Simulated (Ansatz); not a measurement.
Name a neutral molecule of O, S, Si and H with HOMO–LUMO gap (B3LYP/def2-TZVPP) between 4.60 and 4.90 eV and vertical ionisation energy (CCSD(T)/CBS(def2)) between 8.95 and 9.25 eV (Ansatz, PBE0-D4/def2-TZVP geometry).

`[SiH3]O[Si]S` (4.69 eV, 9.15 eV). Other molecules can fit too; these were computed, each in one conformer that needn't be the lowest.

B3LYP here is the variant with VWN-RPA as its local correlation; programs differ in this.
